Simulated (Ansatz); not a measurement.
`[CH3][Ti]([F])([F])[F]` + HI → `[F][Ti]([F])([F])[I]` + CH₄ at 500 K and 1 bar (ligand exchange at a Ti–C bond).

Calculated with Ansatz (gas phase, PBE0-D4/def2-TZVP geometries, no zero-point term in ΔE). CCSD(T)/CBS is the MP2 limit (def2-TZVPP, def2-QZVPP) plus CCSD(T) − MP2 in def2-TZVPP, frozen cores. This one scheme is used for every species. def2 core potentials past Kr. For I, Ti outer-core shells are correlated without core-valence functions, which leaves a few kJ/mol of doubt a bond. Scalar relativity is left out up to krypton.

```json
{"species": "`[CH3][Ti]([F])([F])[F]`", "CCSD(T)/CBS energy (Eh)": "-1188.36791", "H − E (kJ/mol)": "155.1", "S (J/(mol·K))": "403.0"}
{"species": "HI", "CCSD(T)/CBS energy (Eh)": "-298.03592", "H − E (kJ/mol)": "28.6", "S (J/(mol·K))": "221.6"}
{"species": "`[F][Ti]([F])([F])[I]`", "CCSD(T)/CBS energy (Eh)": "-1446.00030", "H − E (kJ/mol)": "59.7", "S (J/(mol·K))": "398.2"}
{"species": "CH₄", "CCSD(T)/CBS energy (Eh)": "-40.46206", "H − E (kJ/mol)": "135.6", "S (J/(mol·K))": "206.8"}
```

H − E and S are ideal-gas, rigid-rotor, harmonic terms from PBE0-D4/def2-TZVP. 1 Eh = 2625.50 kJ/mol, R = 8.31446 J/(mol·K).

By hand: ΔE, ΔH, ΔS and ΔG.

ΔE = (-1446.00030) + (-40.46206) − (-1188.36791) − (-298.03592) = -0.05853 Eh = -153.7 kJ/mol. Δ(H − E) = 59.7 + 135.6 − 155.1 − 28.6 = 11.6, so ΔH = -142.1 kJ/mol. ΔS = 398.2 + 206.8 − 403.0 − 221.6 = -19.6 J/(mol·K). ΔG = -142.1 − 500 × (-19.6)/1000 = -132.3 kJ/mol.

By hand: the equilibrium constant, and the temperature at which ΔG would vanish if ΔH and ΔS stayed fixed.

log₁₀ K = −ΔG/(RT ln 10) = 13.8. ΔG = 0 at ΔH/ΔS = 7250 K, far beyond where these terms or the molecules hold.

ΔH outweighs TΔS. A doubt of 5 kJ/mol in ΔE shifts log₁₀ K by 0.5 here. These are equilibria of isolated gas molecules and say nothing of rates. Largest T1 diagnostic: 0.023 (customary marks: 0.02 for closed shells, 0.045 for open ones).
